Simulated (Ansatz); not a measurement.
Cost and result up the ladder for Zn3H12S3, a cluster cut from zinc blende ZnS (hydrogen-capped) (18 atoms). Total charge 0; singlet. Geometry: PBE0-D4/def2-SVP.

```xyz
18

S    -1.928    1.016   -0.231
S     1.191   -0.508   -1.770
S     0.742   -0.500    2.000
Zn   -1.758    0.758    2.618
Zn    2.856   -1.497    0.344
Zn   -1.096    0.742   -2.959
H    -2.583   -0.571    2.704
H    -1.159    2.183    2.867
H     2.324   -2.969    0.286
H     3.752   -0.217    0.447
H    -1.876   -0.590   -3.228
H    -0.456    2.167   -3.070
H    -3.190    0.562   -0.387
H    -2.292    2.315   -0.273
H     1.234   -1.602   -2.560
H     2.142    0.148   -2.467
H     0.588   -1.590    2.782
H     1.509    0.152    2.899
```

Ansatz on 4 threads of Arm Neoverse V2 on a shared host. Times are rough, and most runs start from the orbitals of an earlier one. r2SCAN0-D4/def2-TZVP serves as the yardstick here, not as an exact answer. Differences are given only for rows in sets of like size (and for xTB, whose basis is part of the method), since another set adds its own error. Binding counts from free atoms at the same level (S triplet, Zn singlet, H doublet; other spins of the atoms weren't run), without zero-point energy or a counterpoise term.

B3LYP takes the VWN-RPA correlation. Correlated methods freeze 42 core orbitals.

Correlated methods converge slowly with the basis.

| level | functions | wall time | binding energy per atom (eV) | difference from r2SCAN0-D4/def2-TZVP (eV) |
| --- | --- | --- | --- | --- |
| PBE-D4/def2-SVP | 207 | 2.6 s | 2.14 | – |
| PBE0-D4/def2-SVP | 207 | 5 s | 2.12 | – |
| revPBE-D4/def2-TZVP | 327 | 5.5 s | 2.08 | -0.06 |
| PBE-D4/def2-TZVP (with forces) | 327 | 6.5 s | 2.12 | -0.02 |
| r2SCAN-D4/def2-TZVP | 327 | 12 s | 2.17 | 0.03 |
| MP2/def2-TZVP | 327 | 13 s | 1.99 | -0.15 |
| B3LYP-D4/def2-TZVP | 327 | 14 s | 2.12 | -0.02 |
| PBE0-D4/def2-TZVP | 327 | 17 s | 2.11 | -0.03 |
| r2SCAN0-D4/def2-TZVP | 327 | 20 s | 2.14 | 0.00 |
